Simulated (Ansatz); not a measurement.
A structure relaxed at PBE0-D4/def2-TZVP, charge 0, multiplicity 1:

```
atom    x (Å)    y (Å)    z (Å)
  F1   2.1966   0.2869  -0.7067
 Si2   0.8295   0.9133  -0.1622
 Si3  -0.7370  -0.7965   0.1460
 Cl4  -1.1420  -1.7655  -1.6015
 Cl5  -2.4572   0.0661   0.8350
 Cl6  -0.0937  -2.1637   1.5149
  H7   1.0909   1.5802   1.1361
  H8   0.3127   1.8791  -1.1615
```

(1) Give its formula and SMILES.

(2) Point group (tolerance 0.08 Å, 0.16 Å for H)?

(3) Summarise the bond lengths by kind.

## Answers

(1) Cl3FH2Si2, `F[SiH2][Si](Cl)(Cl)Cl`.

(2) Cs.

(3) 1 × F–Si 1.599 Å; 1 × Si–Si 2.339 Å; 2 × H–Si 1.483 Å; 3 × Cl–Si 2.039 to 2.044 Å.

Computed with Ansatz.
